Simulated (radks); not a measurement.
Question: Successive ionisation energies (eV) of one element, from differences of total energies of ions in their ground configurations, starting at charge 0: 11.817, 22.317, 34.224, 47.073, 73.398, 87.904, 281.89, 332.50, 385.86, 441.82, 502.03, 562.68, 651.13, 701.75, 3230.5, 3453.4. Calculated with a radial shooting solver on a logarithmic mesh with Libxc functionals: Dirac Kohn-Sham, relativistic LDA (MacDonald-Vosko exchange, VWN5 correlation), spin-unpolarised, spherical densities, finite nucleus; open shells fill j = l - 1/2 first; Fermi nuclear charge, rms radius 3.2611 fm. Which element is it?

Answer: Sulfur (Z = 16). The first species listed is S in [Ne] 3s2 3p4, the last S15+ in 1s1.
